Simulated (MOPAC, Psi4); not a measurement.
Internal rotation in SMILES CC(C)(C[SiH2]OC)C. Scanned: dihedral O2–Si3–C4–C5; all other coordinates were relaxed at GFN2-xTB. Points at φ and −φ are mirror images. Heavy atoms are numbered in the order of the SMILES CO[SiH2]CC(C)(C)C, hydrogens after them in the order of the atoms that carry them; the mirror image has the same energies with the sign of each dihedral reversed.

Computed with: PM3, restricted, heats of formation // GFN2-xTB (MOPAC); PBE/def2-SVP // GFN2-xTB (Psi4); B3LYP-D3(BJ)/def2-SVP // GFN2-xTB (Psi4).

Energies in eV, each method relative to its own lowest point.

```tsv
φ / °	PM3	PBE/def2-SVP	B3LYP-D3(BJ)/def2-SVP
-150	0.000	0.068	0.085
-120	0.012	0.081	0.098
-90	0.021	0.038	0.043
-60	0.065	0.000	0.000
-30	0.105	0.012	0.007
0	0.137	0.046	0.040
30	0.105	0.012	0.007
60	0.065	0.000	0.000
90	0.021	0.038	0.043
120	0.012	0.081	0.098
150	0.000	0.068	0.085
180	0.007	0.064	0.078
```
